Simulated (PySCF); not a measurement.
**Successive ionisation energies of holmium**

Calculated with PySCF 2.14, two-component X2C-1e (Gaussian nucleus, no Breit or QED terms), each ion in its own even-tempered basis; GMP2 freezes the deep shells of the larger ions and drops the highest virtual spinors; eV.

```tsv
ion	configuration	GHF (screened spin-orbit)	NIST	kind
Ho²⁵⁺	[Kr] 4d6	884.15	885 ± 4	theoretical
Ho²⁶⁺	[Kr] 4d5	929.24	929 ± 4	theoretical
Ho²⁷⁺	[Kr] 4d4	983.38	985 ± 4	theoretical
Ho²⁸⁺	[Kr] 4d3	1028.1	1029 ± 4	theoretical
Ho²⁹⁺	[Kr] 4d2	1077.3	1077 ± 4	theoretical
Ho³⁰⁺	[Kr] 4d1	1122.9	1122 ± 4	theoretical
Ho³¹⁺	[Kr]	1295.8	1300 ± 4	theoretical
Ho³²⁺	[Ar] 3d10 4s2 4p5	1341.1	1346 ± 4	theoretical
Ho³³⁺	[Ar] 3d10 4s2 4p4	1391.0	1395 ± 5	theoretical
Ho³⁴⁺	[Ar] 3d10 4s2 4p3	1437.9	1443 ± 5	theoretical
Ho³⁵⁺	[Ar] 3d10 4s2 4p2	1540.3	1545 ± 5	theoretical
Ho³⁶⁺	[Ar] 3d10 4s2 4p1	1592.9	1598 ± 5	theoretical
```
